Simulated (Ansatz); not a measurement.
`B[SiH2][InH2]` + `B[SiH2]O` → `BO[SiH2]B` + `[SiH3][InH2]`  (cleavage of the B–Si bond)

Computed with Ansatz on PBE0-D4/def2-TZVP structures; ΔE is electronic, products minus reactants. CBS: MP2 limit from def2 TZ/QZ plus the TZ coupled-cluster correction, frozen cores. DFT in def2-TZVPP. Elements past krypton have def2 core potentials. For In outer-core shells are correlated without core-valence functions, which leaves a few kJ/mol of doubt a bond. Each species was taken in one conformer, which may not be the lowest.

Q: Is it downhill or uphill in electronic energy at CCSD(T)/CBS, and by how much? (Estimate.)

A: The calculation gave: Downhill: ΔE = -1.38 eV.

Q: What do these levels give: revPBE, BLYP, CAM-B3LYP, CCSD/def2-SVP, CCSD(T)/def2-TZVPP, HF/def2-QZVPP? (Best estimate.)

A: Computed: revPBE -1.21, BLYP -1.47, CAM-B3LYP -1.65, CCSD/def2-SVP -1.78, CCSD(T)/def2-TZVPP -1.42, HF/def2-QZVPP -2.14 eV.

Largest T1 diagnostic among the species: 0.015.

The D4 term adds +0.04 eV with B3LYP and +0.02 eV with PBE0; it sums over pairs of atoms, weighted by their polarisabilities, and B3LYP, whose exchange is more repulsive, gets the larger term. At CCSD(T), def2-SVP lies −0.33 eV from the extrapolated value and def2-TZVPP −0.04 eV. From PBE to PBE0 (25 % exact exchange), in def2-TZVPP and without D4, ΔE moves by −0.13 eV.

B3LYP here is the variant with VWN-RPA as its local correlation; programs differ in this.
